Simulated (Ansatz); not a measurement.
`O[SiH](O)F` + `[F][Ge@H]1[NH][C@@H]1S` → `O[SiH](O)S` + `F[C@@H]1[NH][Ge@@H]1[F]`  (redistribution)

Calculated with Ansatz (gas phase, PBE0-D4/def2-TZVP geometries, no zero-point term in ΔE). CCSD(T)/CBS adds triple-zeta CCSD(T) − MP2 to the extrapolated MP2 energy (def2 sets, frozen cores). This one scheme is used for every species. DFT in def2-TZVPP. For Ge outer-core shells are correlated without core-valence functions, which leaves a few kJ/mol of doubt a bond. Scalar relativity is left out up to krypton. One conformer a species, not always the lowest.

| level | ΔE (kJ/mol) |
| --- | --- |
| r2SCAN-D4 | 115.7 |
| SCS-MP2/def2-TZVPP | 137.5 |

(1) What does CCSD(T)/CBS give? (An estimate is asked.)

Largest T1 diagnostic among the species: 0.013.

Answers

(1) The calculation gave: +133.5 kJ/mol. The listed levels differ from it by -17.8, 4.0 kJ/mol.

From PBE to PBE0 (25 % exact exchange), in def2-TZVPP and without D4, ΔE moves by +6.8 kJ/mol.
